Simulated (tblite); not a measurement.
Run record: tight-binding relaxation, `C=[CH][Al]([Cl])[CH]1CCCC1`.

Computed with GFN2-xTB geometry optimisation, gas phase (tblite 0.8.0). Start geometry: from a force field or distance geometry. The input is one job of a driver script: a line of settings, then coordinates in Å.

Command:
```bash
OMP_NUM_THREADS=1 python probes_run.py task.json out
```

Input:
```
{"job": {"kind": "relax", "xc": "GFN2-xTB", "basis": "xTB"}, "charge": 0, "multiplicity": 1}
C      3.425400    -0.505700    -0.628600
C      3.218400     0.610200     0.076700
Al     1.424600     1.323000     0.415100
Cl     1.167500     3.207400     1.549300
C     -0.200500     0.363100    -0.299200
C     -0.376600    -1.037100     0.255500
C     -1.857500    -1.346400     0.125200
C     -2.569800    -0.009800    -0.066000
C     -1.504500     1.066600     0.003900
H      4.419000    -0.875400    -0.785500
H      2.578200    -1.047100    -1.059600
H      4.069600     1.133000     0.504800
H     -0.084100     0.298100    -1.400800
H      0.250300    -1.775100    -0.300800
H     -0.090100    -1.050900     1.335700
H     -2.035100    -2.007200    -0.738000
H     -2.227300    -1.862600     1.044800
H     -3.352400     0.137700     0.711100
H     -3.065000     0.008900    -1.063600
H     -1.705000     1.888800    -0.717500
H     -1.494000     1.497300     1.037100
```

Problem. Give the output.

Solution. 
```
step      E/eV     max force
  0    -727.23732    2.029
  1    -727.43280    1.558
  2    -727.53510    0.643
  3    -727.55988    0.516
  4    -727.56928    0.358
  5    -727.57402    0.190
  6    -727.57861    0.173
  7    -727.58158    0.114
  8    -727.58414    0.122
  9    -727.58717    0.124
... (130 lines left out)
140    -727.63316    0.036
141    -727.63330    0.060
142    -727.63363    0.069
143    -727.63383    0.043
144    -727.63410    0.024
145    -727.63421    0.026
146    -727.63428    0.019
147    -727.63431    0.012
148    -727.63434    0.010
149    -727.63436    0.009
```

«max force» is the largest atomic force in eV/Å.

Problem. From which step on does the largest force stay under 0.1 eV/Å, and how much energy is left to gain from there?

Solution. From step 19 (0.078 eV/Å), 28.7 meV above the end.

Summary of the converged run: energy lowered by 9.2 kcal/mol over 149 steps; largest atomic force 0.009 eV/Å at the end.

Problem. Where do the atoms end?

Solution. 0.404 Å rms from the input after alignment:
```
atom  x, y, z in Å
C1     3.4892   -0.2834   -0.9108
C2     3.2882    0.6899   -0.0236
Al3    1.4666    1.1898    0.5775
Cl4    1.2291    2.6056    2.0150
C5    -0.1402    0.2332   -0.1798
C6    -0.5348   -1.0067    0.6451
C7    -1.9242   -1.3472    0.1113
C8    -2.5883    0.0153   -0.1420
C9    -1.4455    1.0505   -0.1644
H10    4.4715   -0.5916   -1.2471
H11    2.6604   -0.8216   -1.3482
H12    4.1745    1.1881    0.3784
H13    0.0282   -0.1117   -1.2103
H14    0.1723   -1.8296    0.5340
H15   -0.5967   -0.7486    1.7068
H16   -1.8265   -1.8984   -0.8258
H17   -2.4971   -1.9614    0.8054
H18   -3.3006    0.2492    0.6493
H19   -3.1336    0.0102   -1.0856
H20   -1.5112    1.7184   -1.0244
H21   -1.4903    1.6669    0.7388
```

Hardware: one thread, Arm Neoverse N1 (aarch64), on a shared host. Cost: 2.5 s.
Labels such as C1 count atoms from 1, the log's own numbers from 0.
